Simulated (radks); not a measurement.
Problem. These are the eigenvalues of the occupied orbitals of an atom or ion with whole-number occupations (Ry). Method: scalar-relativistic Kohn-Sham, MS2 meta-GGA, spin-polarised, spherical densities, finite nucleus; meta-GGA in the generalised Kohn-Sham scheme; Fermi nuclear charge, rms radius of each element as measured or else 0.836 A^(1/3) + 0.57 fm; computed with a radial shooting solver on a logarithmic mesh with Libxc functionals.

orbital  eigenvalue
1s up     -211.3552
1s down   -210.9246
2s up     -24.92075
2s down   -24.05196
2p up     -20.62991
2p down   -19.65550
3s up      -4.11129
3s down    -3.77327
3p up      -2.95756
3p down    -2.63597
4p up      -0.61265

Which element is it, and in what charge state? The configuration may be excited. Open shells, if any, are filled with parallel spins first.

Solution. Z = 17, chlorine, charge +1: Cl+ in [He] 2s2 2p4 3s2 3p4 4p2. The list shows which subshells hold electrons but not how many an open one holds; the 1s level, -105.68 hartree, gives Z - s = 14.5 by -(Z - s)^2/2, which with screening and relativity narrows Z to a few neighbours, and the depths of the outer levels then fix element, charge and occupations together.
